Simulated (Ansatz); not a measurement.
Geometry optimisation, DFT PBE, scalar-relativistic, plane waves, PAW in Ansatz 0.2.0.

Input file:

```yaml
accuracy: low
crystal:
  lattice:
    - [-2.29, -3.966396, 0.0]
    - [3.435, -1.983198, 0.0]
    - [0.0, 0.0, 7.17686]
  atoms:
    - { symbol: Be, position: [0.75, 0.5, 0.0] }
    - { symbol: Be, position: [0.5, 0.3333333, 0.25] }
    - { symbol: Be, position: [0.75, 0.5, 0.5] }
    - { symbol: Be, position: [0.5, 0.3333333, 0.75] }
    - { symbol: Be, position: [0.5, 0.0, 0.0] }
    - { symbol: Be, position: [0.25, 0.8333333, 0.25] }
    - { symbol: Be, position: [0.5, 0.0, 0.5] }
    - { symbol: Be, position: [0.25, 0.8333333, 0.75] }
    - { symbol: Be, position: [0.25, 0.5, 0.0] }
    - { symbol: Be, position: [0.0, 0.3333333, 0.25] }
    - { symbol: Be, position: [0.25, 0.5, 0.5] }
    - { symbol: Be, position: [0.0, 0.3333333, 0.75] }
    - { symbol: Be, position: [0.0, 0.0, 0.0] }
    - { symbol: Be, position: [0.75, 0.8333333, 0.25] }
    - { symbol: Be, position: [0.0, 0.0, 0.5] }
    - { symbol: Be, position: [0.75, 0.8333333, 0.75] }
    - { symbol: H, position: [0.5095291, 0.6599621, 0.3710601] }
basis:
  ecutwfc: 420.0
kpoints:
  mp_grid: { grid: [4, 4, 3] }
hamiltonian:
  xc: pbe
scf:
  occupations: { method: fermi_dirac, width: 0.1 }
  lower_state_search: "off"
relax:
  f_tol: 0.08
  max_steps: 25
  adjacent_minimum: "off"
```

Command:

```bash
$ ansatz run input.yaml --threads 1 --pin off --max-ram 3072MiB --backend cpu --events-out ev --progress --plain --runs-dir out
```

Problem. Where does it end, and by what steps?

Solution. It converged. The threshold is loose, so the end isn't yet a minimum. Limits of this set-up: coarse k mesh, odd electron count without spin, low accuracy level. After 2 steps the energy has fallen by 0.100 eV; Be14 moved furthest, 0.05 Å.

```
step  energy less start (eV)  largest force component (eV/Å)  accepted
   0                  0.0000                           0.564       yes
   1                 -0.0740                           0.298       yes
   2                 -0.0999                           0.054       yes
```

```xyz
17
Lattice="-2.2900 -3.9664 0.0000 3.4350 -1.9832 0.0000 0.0000 0.0000 7.1769" Properties=species:S:1:pos:R:3
Be -0.008 -3.971 -0.002
Be -0.029 -2.627 1.766
Be -0.038 -3.990 3.617
Be 0.015 -2.654 5.404
Be -1.161 -1.975 -0.024
Be 2.324 -2.618 1.765
Be -1.114 -2.000 3.617
Be 2.295 -2.641 5.380
Be 1.144 -1.976 -0.001
Be 1.127 -0.656 1.784
Be 1.150 -1.940 3.616
Be 1.130 -0.654 5.403
Be 0.010 -0.007 -0.021
Be 1.144 -4.671 1.765
Be 0.010 -0.010 3.596
Be 1.143 -4.636 5.381
H 1.118 -3.325 2.678
```

Time of the run: 21 s on 1 thread of Arm Neoverse V1, on a shared host, peak memory 0.36 GiB.
